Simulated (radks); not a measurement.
Spherical quantum dot in the effective-mass picture: electrons in a parabolic well V = omega^2 r^2 / 2 with omega = 1.08, all in effective atomic units (hartree* = m*/eps^2 hartree, bohr* = eps/m* bohr), one dielectric constant everywhere. Method: non-relativistic Kohn-Sham, LDA (Slater exchange, Perdew-Wang correlation), spin-polarised, spherical densities; computed with a radial shooting solver with Libxc functionals. Levels are named by radial order and angular momentum (1s, 1p, 1d, 2s, ...), and open shells are averaged over m. Each electron was tried in the lowest free levels, single moves between levels near the top were tried too, and the lowest total energy was kept; such a search can miss a lower state. At N = 1 the Hartree and exchange-correlation terms need not cancel, so that row can carry a self-interaction error.

| N | open shells | 2S | E (hartree*) | addition energy mu(N+1) - mu(N) (hartree*) | rms radius (bohr*) |
|---|---|---|---|---|---|
| 1 | 1s(up 1, down 0) | 1 | 1.65441 | 0.7429 | 1.187 |
| 2 | none | 0 | 4.05173 | 1.468 | 1.258 |
| 3 | 1p(up 1, down 0) | 1 | 7.91712 | 0.4877 | 1.416 |
| 4 | 1p(up 2, down 0) | 2 | 12.2702 | 0.4909 | 1.508 |
| 5 | 1p(up 3, down 0) | 3 | 17.1143 | 0.6108 | 1.576 |
| 6 | 1p(up 3, down 1) | 2 | 22.5691 | 0.4487 | 1.635 |
| 7 | 1p(up 3, down 2) | 1 | 28.4726 | 0.4504 | 1.685 |
| 8 | none | 0 | 34.8265 | 1.186 | 1.730 |
| 9 | 1d(up 1, down 0) | 1 | 42.3659 | 0.3958 | 1.795 |
| 10 | 1d(up 2, down 0) | 2 | 50.3011 | 0.3937 | 1.850 |
| 11 | 1d(up 3, down 0) | 3 | 58.6300 | 0.3905 | 1.898 |
| 12 | 1d(up 4, down 0) | 4 | 67.3495 | 0.3869 | 1.942 |
| 13 | 1d(up 5, down 0) | 5 | 76.4558 | 0.4825 | 1.982 |
| 14 | 1d(up 5, down 1) | 4 | 86.0446 | 0.3672 | 2.020 |
| 15 | 1d(up 5, down 2) | 3 | 96.0006 | 0.3657 | 2.056 |
| 16 | 1d(up 5, down 3) | 2 | 106.322 | 0.3634 | 2.089 |
| 17 | 1d(up 5, down 4) | 1 | 117.007 | 0.3606 | 2.121 |
| 18 | none | 0 | 128.053 | 0.4635 | 2.151 |
| 19 | 2s(up 1, down 0) | 1 | 139.562 | 0.4044 | 2.181 |
| 20 | none | 0 | 151.476 | 0.8183 | 2.210 |
| 21 | 1f(up 1, down 0) | 1 | 164.208 | 0.3273 | 2.244 |
| 22 | 1f(up 2, down 0) | 2 | 177.267 | 0.3254 | 2.275 |
| 23 | 1f(up 3, down 0) | 3 | 190.651 | 0.3234 | 2.306 |
| 24 | 1f(up 4, down 0) | 4 | 204.359 | 0.3214 | 2.334 |
| 25 | 1f(up 5, down 0) | 5 | 218.388 | 0.3193 | 2.362 |
| 26 | 1f(up 6, down 0) | 6 | 232.737 | 0.3172 | 2.389 |
| 27 | 1f(up 7, down 0) | 7 | 247.403 | 0.3923 | 2.414 |
| 28 | 1f(up 7, down 1) | 6 | 262.461 | 0.3080 | 2.440 |
| 29 | 1f(up 7, down 2) | 5 | 277.827 | 0.3065 | 2.464 |
| 30 | 1f(up 7, down 3) | 4 | 293.499 | 0.3050 | 2.487 |
| 31 | 1f(up 7, down 4) | 3 | 309.477 | 0.3034 | 2.510 |
| 32 | 1f(up 7, down 5) | 2 | 325.758 | 0.3017 | 2.532 |
| 33 | 1f(up 7, down 6) | 1 | 342.340 | 0.3000 | 2.554 |
| 34 | none | 0 | 359.223 | 0.4474 | 2.575 |
| 35 | 2p(up 1, down 0) | 1 | 376.553 | 0.3015 | 2.597 |
| 36 | 2p(up 2, down 0) | 2 | 394.185 | 0.3006 | 2.617 |
| 37 | 2p(up 3, down 0) | 3 | 412.117 | 0.3411 | 2.638 |
| 38 | 2p(up 3, down 1) | 2 | 430.390 | 0.2949 | 2.658 |
| 39 | 2p(up 3, down 2) | 1 | 448.958 | 0.2940 | 2.677 |
| 40 | none | 0 | 467.820 | - | 2.697 |

All shells are closed at N = 2, 8, 18, 20, 34, 40 (there: 1s2 1p6 1d10 2s2 1f14 2p6); the second difference of the energy has clear peaks (12 % above both neighbours; the first and last values, which can be the largest, are not judged, and half-filled shells can peak too) at N = 2, 5, 8, 13, 18, 20, 27, 34, 37.
